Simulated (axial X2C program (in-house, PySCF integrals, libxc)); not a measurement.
## Levels of Ga₂⁺ by electron attachment to Ga₂²⁺ (EOM-EA-CCSD)

Calculated with an in-house all-electron X2C program for linear molecules (integrals from PySCF): two-component X2C with atomic mean-field Coulomb and Gaunt terms, Gaussian nuclei, basis Ga dyall-acv3z with contracted cores.

R = 3.423 Å (1.045 times 3.276 Å, the PBE0 minimum at charge 1 for the lowest determinant).

Levels of Ga₂⁺ obtained by attaching an electron to Ga₂²⁺:

| Ω | binding energy (eV) | above lowest (cm⁻¹) | attached spinor | one-particle weight |
| --- | --- | --- | --- | --- |
| 1/2 | 10.972 | 0 | 92% Ga pσ | 0.95 |
| 1/2 | 10.240 | 5899 | 92% Ga pπ | 0.95 |
| 3/2 | 10.183 | 6358 | 92% Ga pπ | 0.95 |
| 1/2 | 9.063 | 15393 | 88% Ga pπ | 0.94 |
| 3/2 | 8.993 | 15963 | 88% Ga pπ | 0.94 |
| 1/2 | 7.821 | 25410 | 78% Ga pσ, 12% Ga dσ | 0.91 |
| 1/2 | 6.098 | 39307 | 76% Ga sσ, 12% Ga dσ | 0.97 |

(1) What is the splitting of the first π pair in the table, and is it regular or inverted?

This point took 8 s on 1 thread of Intel(R) Xeon(R) Processor @ 2.30GHz, on a shared host.

Reference electrons by ω block (each with its −ω partner): 1/2: 20, 3/2: 8, 5/2: 2. 4 electrons of Ga₂²⁺ correlated (inner shells frozen), 92 natural virtual spinors (a truncated set); levels can be off by some tenths of an eV. Roots sought by Ω: (1/2: 5, 3/2: 4, 5/2: 2, 7/2: 1); rows need 60 % one-particle weight and stop where some Ω has no more roots. Missing are any skipped roots, higher Ω and states of a further excitation; these come out far too high here and may in truth be low or lowest. T1 of the reference 0.004 (Lee–Taylor). The reference was not checked to be the lowest state of its species. Number of frozen shells: Ga 3 s, 2 p, 1 d. g and u states are not told apart.

## Answers

(1) E(3/2) − E(1/2) = 6358 − 5899 = 459 cm⁻¹ at EOM-EA-CCSD: regular, Ω = 1/2 lower. Splittings at this level can be off by ten to twenty per cent.
